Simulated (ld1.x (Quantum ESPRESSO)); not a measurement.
## Building the ultrasoft potential for Al (Z = 13) (PBEsol, scalar-relativistic).

ld1.x (Quantum ESPRESSO) 7.5 was run on this input:

```
&input
   title='Al', zed=13., rel=1, dft='PBESOL', iswitch=3,
   config='[Ne] 3s2 3p1',
   nld=2, rlderiv=2.75, eminld=-3.0, emaxld=5.0, deld=0.02
 /
 &inputp
   pseudotype=3, tm=.true., lloc=-1, rcloc=2.10,
   nlcc=.true., new_core_ps=.true., rcore=1.30,
   which_augfun='PSQ', rmatch_augfun=1.35,
   file_pseudopw='Al.UPF', file_wfcaegen='ae.wfc', file_wfcncgen='nc.wfc', file_beta='beta', file_chi='chi', file_wfcusgen='us.wfc'
 /
4
3S  1  0   2.00   0.00  1.85  2.25  0.0
3S  1  0   0.00  -0.15  1.85  2.25  0.0
3P  2  1   1.00   0.00  2.30  2.55  0.0
3P  2  1   0.00   4.25  2.30  2.55  0.0
 &test
   configts(1)='3s2 3p1'
 /
```

Command:

```bash
ld1.x < Al.in > Al.out
```

Output (shortened: banner, matrices, multipoles, cross overlaps and the repeated all-electron block are left out):

```
Program LD1 v.7.5
     --------------------------- All-electron run ----------------------------

     Al
     scalar relativistic calculation

     atomic number is 13.00
     dft =PBESOL   lsd =0 sic =0 latt =0  beta=0.20 tr2=1.0E-14
     Exchange-correlation= PBESOL
                           (   1   4  10   8   0   0   0)
     mesh =1135 r(mesh) = 100.48924 a.u. xmin = -7.00 dx = 0.01250
     1 Ry =  13.60569312 eV, c = 137.03599908

     n l     nl                  e(Ry)          e(Ha)          e(eV)
     1 0     1S 1( 2.00)      -110.8237       -55.4118     -1507.8330
     2 0     2S 1( 2.00)        -7.9266        -3.9633      -107.8472
     2 1     2P 1( 6.00)        -5.1111        -2.5555       -69.5394
     3 0     3S 1( 2.00)        -0.5670        -0.2835        -7.7149
     3 1     3P 1( 1.00)        -0.1977        -0.0988        -2.6895

     final scf error:  3.9E-15 reached in  22 iterations

     Etot =    -484.392823 Ry,    -242.196412 Ha,   -6590.500101 eV

     Ekin =     485.151537 Ry,     242.575769 Ha,    6600.822933 eV
     Encl =   -1159.476966 Ry,    -579.738483 Ha,  -15775.487787 eV
     Eh   =     225.781606 Ry,     112.890803 Ha,    3071.915248 eV
     Exc  =     -35.849000 Ry,     -17.924500 Ha,    -487.750496 eV

     normalization and overlap integrals

     s(1S/1S) =  1.000000  <r> =   0.1204  <r2> =    0.0195  r(max) =   0.0789
     s(2S/2S) =  1.000000  <r> =   0.6270  <r2> =    0.4716  r(max) =   0.4954
     s(2P/2P) =  1.000000  <r> =   0.6039  <r2> =    0.4639  r(max) =   0.4264
     s(3S/3S) =  1.000000  <r> =   2.5469  <r2> =    7.5760  r(max) =   2.0856
     s(3P/3P) =  1.000000  <r> =   3.4340  <r2> =   14.2108  r(max) =   2.6447

     ------------------------ End of All-electron run ------------------------

     --------------------- Generating US pseudopotential ---------------------

      Generating local potential from pseudized AE potential:
      Matching radius rcloc =   2.1000

      Local pseudo, rcloc= 2.086 Estimated cut-off energy=     5.47 Ry

      Computing core charge for nlcc:

       r > 1.31 : true rho core
      Core charge pseudized with two Bessel functions
      Integrated core pseudo-charge :   3.68
      Wfc-us  3S rcutus= 2.248  Estimated cut-off energy=     8.98 Ry
      Wfc-us  3S rcutus= 2.248  Estimated cut-off energy=     9.78 Ry
      Wfc-us  3P rcutus= 2.547  Estimated cut-off energy=    11.47 Ry
      Wfc-us  3P rcutus= 2.547  Estimated cut-off energy=    10.70 Ry

     Q pseudized with Bessel functions
     Expected ecutrho=     170.5368 due to l1=  1   l2=  1

     ------------------- End of pseudopotential generation -------------------

     Computing logarithmic derivative in   2.76301
     Computing logarithmic derivative in   2.76301
     Computing the partial wave expansion
     R is outside the sphere for l=    0 j= 0.00
     R is outside the sphere for l=    0 j= 0.00
     R is outside the sphere for l=    1 j= 0.00
     R is outside the sphere for l=    1 j= 0.00

     ---------------------- Testing the pseudopotential ----------------------

     Al
     scalar relativistic calculation

     atomic number is 13.00   valence charge is  3.00
     dft =PBESOL   lsd =0 sic =0 latt =0  beta=0.20 tr2=1.0E-14
     mesh =1135 r(mesh) = 100.48924 xmin = -7.00 dx = 0.01250

     n l     nl             e AE (Ry)        e PS (Ry)    De AE-PS (Ry)
     1 0     3S   1( 2.00)       -0.56703       -0.56703        0.00000
     2 1     3P   1( 1.00)       -0.19767       -0.19768        0.00000

     eps = 2.8E-16  iter =  3

     Etot =    -484.392823 Ry,    -242.196412 Ha,   -6590.500101 eV
     Etotps =    -8.996719 Ry,      -4.498360 Ha,    -122.406598 eV

     Ekin =       1.298224 Ry,       0.649112 Ha,      17.663234 eV
     Encl =      -7.406066 Ry,      -3.703033 Ha,    -100.764667 eV
     Ehrt =       2.886991 Ry,       1.443495 Ha,      39.279509 eV
     Ecxc =      -6.483905 Ry,      -3.241952 Ha,     -88.218015 eV
     (Ecc =      -5.090369 Ry,      -2.545185 Ha,     -69.258002 eV)
     Epseu=       0.708037 Ry,       0.354019 Ha,       9.633340 eV

     ---------------------- End of pseudopotential test ----------------------
```

Generation and configuration tests took about 0.76 s on one core of a shared server CPU.

Transferability test of the new file with ld1.x, input:

```
&input
   title='Al', zed=13., rel=1, dft='PBESOL', iswitch=2,
   config='[Ne] 3s2 3p1'
 /
 &test
   file_pseudo='Al.UPF', nconf=8,
   configts(1)='3s2 3p1',
   configts(2)='3s2 3p0',
   configts(3)='3s1 3p0',
   configts(4)='3s2 3p0.5',
   configts(5)='3s2 3p1.3',
   configts(6)='3s0 3p3',
   configts(7)='3s1 3p1',
   configts(8)='3s1 3p2'
 /
```

```bash
ld1.x < Al.test.in > Al.test.out
```

Pseudopotential blocks of its output, shortened (energy terms left out):

```
     ---------------------- Testing the pseudopotential ----------------------

     n l     nl             e AE (Ry)        e PS (Ry)    De AE-PS (Ry)
     1 0     3S   1( 2.00)       -0.56703       -0.56703        0.00000
     2 1     3P   1( 1.00)       -0.19767       -0.19768        0.00000

     eps = 2.7E-16  iter =  3

     Etot =    -484.392823 Ry,    -242.196412 Ha,   -6590.500101 eV
     Etotps =    -8.996719 Ry,      -4.498360 Ha,    -122.406598 eV

     ---------------------- End of pseudopotential test ----------------------

          ---------------------- Testing the pseudopotential ----------------------

     n l     nl             e AE (Ry)        e PS (Ry)    De AE-PS (Ry)
     1 0     3S   1( 2.00)       -1.08588       -1.08600        0.00012
     2 1     3P   1( 0.00)       -0.66343       -0.66344        0.00001

     eps = 5.7E-15  iter = 11

     Etot =    -483.971232 Ry,    -241.985616 Ha,   -6584.764058 eV
     Etotps =    -8.575121 Ry,      -4.287561 Ha,    -116.670466 eV
     dEtot_ae =       0.421591 Ry
     dEtot_ps =       0.421598 Ry,   Delta E=      -0.000007 Ry

     ---------------------- End of pseudopotential test ----------------------

          ---------------------- Testing the pseudopotential ----------------------

     n l     nl             e AE (Ry)        e PS (Ry)    De AE-PS (Ry)
     1 0     3S   1( 1.00)       -1.73825       -1.74023        0.00198
     2 1     3P   1( 0.00)       -1.25982       -1.26108        0.00126

     eps = 6.4E-15  iter =  9

     Etot =    -482.562231 Ry,    -241.281115 Ha,   -6565.593628 eV
     Etotps =    -7.165238 Ry,      -3.582619 Ha,     -97.488035 eV
     dEtot_ae =       1.830592 Ry
     dEtot_ps =       1.831481 Ry,   Delta E=      -0.000889 Ry

     ---------------------- End of pseudopotential test ----------------------

          ---------------------- Testing the pseudopotential ----------------------

     n l     nl             e AE (Ry)        e PS (Ry)    De AE-PS (Ry)
     1 0     3S   1( 2.00)       -0.81266       -0.81267        0.00001
     2 1     3P   1( 0.50)       -0.41715       -0.41714       -0.00002

     eps = 3.8E-15  iter = 10

     Etot =    -484.240419 Ry,    -242.120209 Ha,   -6588.426536 eV
     Etotps =    -8.844314 Ry,      -4.422157 Ha,    -120.333016 eV
     dEtot_ae =       0.152404 Ry
     dEtot_ps =       0.152405 Ry,   Delta E=      -0.000001 Ry

     ---------------------- End of pseudopotential test ----------------------

          ---------------------- Testing the pseudopotential ----------------------

     n l     nl             e AE (Ry)        e PS (Ry)    De AE-PS (Ry)
     1 0     3S   1( 2.00)       -0.43789       -0.43790        0.00001
     2 1     3P   1( 1.30)       -0.08329       -0.08330        0.00001

     eps = 8.2E-15  iter =  8

     Etot =    -484.434579 Ry,    -242.217289 Ha,   -6591.068215 eV
     Etotps =    -9.038477 Ry,      -4.519239 Ha,    -122.974746 eV
     dEtot_ae =      -0.041756 Ry
     dEtot_ps =      -0.041758 Ry,   Delta E=       0.000003 Ry

     ---------------------- End of pseudopotential test ----------------------

          ---------------------- Testing the pseudopotential ----------------------

     n l     nl             e AE (Ry)        e PS (Ry)    De AE-PS (Ry)
     1 0     3S   1( 0.00)       -0.67831       -0.67879        0.00048
     2 1     3P   1( 3.00)       -0.28420       -0.28429        0.00009

     eps = 1.7E-17  iter =  9

     Etot =    -483.628053 Ry,    -241.814026 Ha,   -6580.094872 eV
     Etotps =    -8.231554 Ry,      -4.115777 Ha,    -111.995993 eV
     dEtot_ae =       0.764770 Ry
     dEtot_ps =       0.765165 Ry,   Delta E=      -0.000395 Ry

     ---------------------- End of pseudopotential test ----------------------

          ---------------------- Testing the pseudopotential ----------------------

     n l     nl             e AE (Ry)        e PS (Ry)    De AE-PS (Ry)
     1 0     3S   1( 1.00)       -1.14333       -1.14390        0.00057
     2 1     3P   1( 1.00)       -0.71458       -0.71482        0.00024

     eps = 5.1E-15  iter =  9

     Etot =    -483.545583 Ry,    -241.772791 Ha,   -6578.972813 eV
     Etotps =    -8.149251 Ry,      -4.074626 Ha,    -110.876209 eV
     dEtot_ae =       0.847240 Ry
     dEtot_ps =       0.847468 Ry,   Delta E=      -0.000228 Ry

     ---------------------- End of pseudopotential test ----------------------

          ---------------------- Testing the pseudopotential ----------------------

     n l     nl             e AE (Ry)        e PS (Ry)    De AE-PS (Ry)
     1 0     3S   1( 1.00)       -0.62700       -0.62722        0.00022
     2 1     3P   1( 2.00)       -0.24428       -0.24431        0.00003

     eps = 6.9E-15  iter =  6

     Etot =    -484.016592 Ry,    -242.008296 Ha,   -6585.381214 eV
     Etotps =    -8.620386 Ry,      -4.310193 Ha,    -117.286320 eV
     dEtot_ae =       0.376231 Ry
     dEtot_ps =       0.376334 Ry,   Delta E=      -0.000102 Ry

     ---------------------- End of pseudopotential test ----------------------
```
